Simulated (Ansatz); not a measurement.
## Ligand exchange: Sn(CH3)F + SiH2(CH3)(NH2) → Sn(CH3)(NH2) + SiH2(CH3)F

Species: Sn(CH3)F, singlet; SiH2(CH3)(NH2), singlet; Sn(CH3)(NH2), singlet; SiH2(CH3)F, singlet. The partners trade F for NH2: Sn–F and Si–NH2 bonds give way to Sn–NH2 and Si–F.

Shapes, held fixed at every level: PBE0-D4/def2-TZVP. Flexible molecules stand in one conformer, not always the lowest. Programs: Ansatz 0.2.0. The zero-point and thermal change to 298 K, harmonic and unscaled (PBE0-D4/def2-TZVP), is +1.3 kJ/mol.

```tsv
level	kind	ΔH(298 K) (kJ/mol)	less CCSD(T)/def2-TZVPP
HF/def2-SVP	Hartree–Fock	-23.3	+16.1
HF/def2-TZVPP	Hartree–Fock	-31.4	+8.0
r2SCAN-D4/def2-TZVPP	meta-GGA	-30.8	+8.6
BHLYP-D4/def2-TZVPP	global hybrid	-31.0	+8.4
r2SCAN0-D4/def2-TZVPP	global hybrid	-31.9	+7.5
MP2/def2-SVP	perturbation theory	-35.3	+4.1
CCSD/def2-SVP	coupled cluster or CI	-32.0	+7.4
CCSD(T)/def2-TZVPP	coupled cluster or CI	-39.4	0.0
```

The highest level, CCSD(T)/def2-TZVPP, gives ΔH(298 K) = -39.4 kJ/mol; the levels span -39.4 to -23.3. The column of differences is taken from that level and isn't an error. No measured value is set beside it here. For atoms past krypton def2 sets carry core potentials with scalar relativity. Correlated rows may include outer-core shells of Sn, which these sets cover unevenly.
